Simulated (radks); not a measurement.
Trend from La3+ to Lu3+: ionisation energy by Delta-SCF between NIST ground configurations, and size. All-electron calculation, Dirac Kohn-Sham, LDA (Slater exchange, Perdew-Wang correlation), spin-unpolarised, spherical densities, point nucleus; open shells are shared between the two j in proportion to 2j + 1. Program: a radial shooting solver on a logarithmic mesh with Libxc functionals.

species	configuration	configuration of the ion	IE (eV)	NIST (eV)	kind	-e(HOMO) (eV)	outermost	<r> outermost (bohr)
La3+	[Xe]	[Kr] 4d10 5s2 5p5	51.081	50.0	semi-emp.	44.068 (5p3/2)	5p3/2	1.78
Ce3+	[Xe] 4f1	[Xe]	38.055	36.91	semi-emp.	28.819 (4f7/2)	5p3/2	1.74
Pr3+	[Xe] 4f2	[Xe] 4f1	39.293	38.98	semi-emp.	29.930 (4f7/2)	5p3/2	1.70
Nd3+	[Xe] 4f3	[Xe] 4f2	40.390	40.60	semi-emp.	30.891 (4f7/2)	5p3/2	1.67
Pm3+	[Xe] 4f4	[Xe] 4f3	41.369	41.2	semi-emp.	31.728 (4f7/2)	5p3/2	1.64
Sm3+	[Xe] 4f5	[Xe] 4f4	42.246	41.6	semi-emp.	32.460 (4f7/2)	5p3/2	1.61
Eu3+	[Xe] 4f6	[Xe] 4f5	43.032	42.9	semi-emp.	33.101 (4f7/2)	5p3/2	1.58
Gd3+	[Xe] 4f7	[Xe] 4f6	43.738	44.4	semi-emp.	33.660 (4f7/2)	5p3/2	1.56
Tb3+	[Xe] 4f8	[Xe] 4f7	44.372	39.33	semi-emp.	34.147 (4f7/2)	5p3/2	1.53
Dy3+	[Xe] 4f9	[Xe] 4f8	44.940	41.2	semi-emp.	34.566 (4f7/2)	5p3/2	1.51
Ho3+	[Xe] 4f10	[Xe] 4f9	45.447	42.5	semi-emp.	34.925 (4f7/2)	5p3/2	1.48
Er3+	[Xe] 4f11	[Xe] 4f10	45.898	42.42	semi-emp.	35.228 (4f7/2)	5p3/2	1.46
Tm3+	[Xe] 4f12	[Xe] 4f11	46.296	42.41	semi-emp.	35.477 (4f7/2)	5p3/2	1.44
Yb3+	[Xe] 4f13	[Xe] 4f12	46.645	43.61	semi-emp.	35.678 (4f7/2)	5p3/2	1.42
Lu3+	[Xe] 4f14	[Xe] 4f13	46.948	45.25	semi-emp.	35.832 (4f7/2)	5p3/2	1.40

Reference values: NIST Atomic Spectra Database (exp. = measured, semi-emp. = semi-empirical, theory = theoretical value adopted there). Spin polarisation and multiplet splitting are left out, so open shells lie too high by an amount that depends on their filling. Sharing an open shell by 2j + 1 raises it above the true ground level by a part of the spin-orbit splitting, which enters the differences from NIST.

Beside tabulated values, note that spin-unpolarised runs miss the spin-polarisation part of the exchange energy of open shells. No tabulated value is given for the 4+ ions of Nd, Pm and Eu to Yb, where it belongs to another shell than the one emptied here.
